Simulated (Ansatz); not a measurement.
Consider the cleavage of the Si–B bond: `O[SiH2]B(F)F` + `N[SiH](O)Cl` → `O[SiH2]N[SiH](O)Cl` + `FBF`.

Computed with Ansatz on PBE0-D4/def2-TZVP structures; ΔE is electronic, products minus reactants. CBS: MP2 limit from def2 TZ/QZ plus the TZ coupled-cluster correction, frozen cores. This one scheme is used for every species. DFT in def2-TZVPP. B3LYP here is the variant with VWN-RPA as its local correlation; programs differ in this. Each species was taken in one conformer, which may not be the lowest.

Problem. Is it downhill or uphill in electronic energy at CCSD(T)/CBS, and by how much? (An estimate is asked.)

Solution. The calculation gave: Downhill: ΔE = -1.09 eV.

Problem. What do these levels give: PBE0-D4, B3LYP-D4, ωB97X-V, ωB97M-V, PBE0, SCS-MP2/def2-TZVPP, CCSD/def2-TZVPP, MP2/def2-QZVPP, SCS-MP2/def2-QZVPP, HF/CBS(def2), MP2/CBS(def2), CCSD/CBS(def2)? (Best estimate.)

Solution. Ansatz gave: PBE0-D4 -0.98, B3LYP-D4 -1.06, ωB97X-V -1.03, ωB97M-V -1.09, PBE0 -0.92, SCS-MP2/def2-TZVPP -1.16, CCSD/def2-TZVPP -1.09, MP2/def2-QZVPP -1.18, SCS-MP2/def2-QZVPP -1.16, HF/CBS(def2) -1.14, MP2/CBS(def2) -1.18, CCSD/CBS(def2) -1.09 eV.

Largest T1 diagnostic among the species: 0.013.

The D4 term adds −0.10 eV with B3LYP and −0.06 eV with PBE0; it sums over pairs of atoms, weighted by their polarisabilities, and B3LYP, whose exchange is more repulsive, gets the larger term. From PBE to PBE0 (25 % exact exchange), in def2-TZVPP and without D4, ΔE moves by −0.08 eV.
